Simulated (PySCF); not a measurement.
The vertical singlet excitations below were computed for one of the candidates. Level of theory: PySCF, TDDFT B3LYP/def2-SVPD, vertical, gas phase, core orbitals frozen in the response, def2 core potentials past Kr. Geometries: PBE0-D3(BJ)/def2-SVP, one conformer each. Atoms past krypton carry core potentials; spin–orbit coupling is left out.

| state | E (eV) | f |
| --- | --- | --- |
| S1 | 4.30 | 0.0019 |
| S2 | 4.61 | 0.035 |
| S3 | 5.46 | 0.010 |
| S4 | 5.58 | 0.0022 |
| S5 | 5.81 | 0.108 |
| S6 | 6.44 | 0.021 |
| S7 | 6.49 | 0.010 |
| S8 | 6.75 | 0.023 |
| S9 | 6.77 | 0.044 |
| S10 | 6.96 | 0.0060 |

Triplets computed (Tamm–Dancoff): 4.02, 4.14, 5.04, 5.14 eV.

Question: Which structure fits?
A. `C(O)(=O)CC#N` (cyanoacetic acid)
B. `CC(C)[O][InH2]` (InH2(OiPr))
C. `c1occ(c1)Cl` (3-chlorofuran)

Answer: B. Its S1, at 4.30 eV, is the lowest among the candidates; the nearest of the others has S1 at 5.87 eV. S1 is HOMO-1→LUMO (54%), HOMO→LUMO (46%). Löwdin shares by element: HOMO (one of a set within 0.03 eV) oxygen 59%, carbon 22% or more, indium 7%; LUMO indium 68%, hydrogen 17% or more, oxygen 10%. At the same level the other candidates give, for their lowest levels:
- `N#CCC(=O)O`: 5.87 eV (f 0.000); 7.32 eV (f 0.024); 7.53 eV (f 0.000); 7.63 eV (f 0.017); 7.71 eV (f 0.039); T1 5.40 eV; HOMO -8.71, LUMO -1.05 eV
- `Clc1ccoc1`: 5.95 eV (f 0.084); 6.00 eV (f 0.000); 6.45 eV (f 0.040); 6.46 eV (f 0.004); 7.02 eV (f 0.010); T1 3.98 eV; HOMO -6.72, LUMO -0.46 eV
